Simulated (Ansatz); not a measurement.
Computed with Ansatz on PBE0-D4/def2-TZVP structures; ΔE is electronic, products minus reactants. CBS: MP2 limit from def2 TZ/QZ plus the TZ coupled-cluster correction, frozen cores. DFT in def2-TZVPP. B3LYP here is the variant with VWN-RPA as its local correlation; programs differ in this. One conformer a species, not always the lowest.

`OC([SiH3])S` → `[SiH3]OCS`  (isomerisation)

`OC([SiH3])S`:

Z-matrix (Å, degrees):
```
C
Si 1 1.905
S 1 1.793 2 107.2
O 1 1.419 2 112.4 3 120.8
H 1 1.097 2 109.0 3 -116.0
H 2 1.485 1 110.6 3 75.2
H 2 1.484 1 110.0 3 -47.3
H 2 1.490 1 106.7 3 -165.9
H 3 1.345 1 97.6 2 -162.5
H 4 0.963 1 108.2 2 56.1
```

`[SiH3]OCS`:

Cartesian coordinates in Å:
```
Si -0.110 -1.647 0.131
O 0.093 -0.082 0.609
C -0.194 1.005 -0.227
S 0.122 2.581 0.579
H 0.322 -2.486 1.270
H 0.715 -1.935 -1.076
H -1.536 -1.912 -0.207
H -1.259 1.036 -0.488
H 0.386 0.951 -1.153
H 1.461 2.489 0.563
```

CCSD(T)/CBS gives -105.4 kJ/mol.

Task: Another level gave -104.4 kJ/mol. Which?
A. PBE-D4/def2-TZVPP
B. r2SCAN-D4/def2-TZVPP
C. BHLYP-D4/def2-TZVPP
D. B3LYP-D4/def2-TZVPP

Result: B. r2SCAN-D4 -104.4, BHLYP-D4 -115.9, PBE-D4 -92.4, B3LYP-D4 -108.4 kJ/mol.

Largest T1 diagnostic among the species: 0.012.

From PBE to PBE0 (25 % exact exchange), in def2-TZVPP and without D4, ΔE moves by −5.7 kJ/mol. In def2-TZVPP, CCSD(T) changes the Hartree–Fock value by +23.8 kJ/mol (the triples alone add +3.5 kJ/mol) and MP2 by +22.0 kJ/mol.
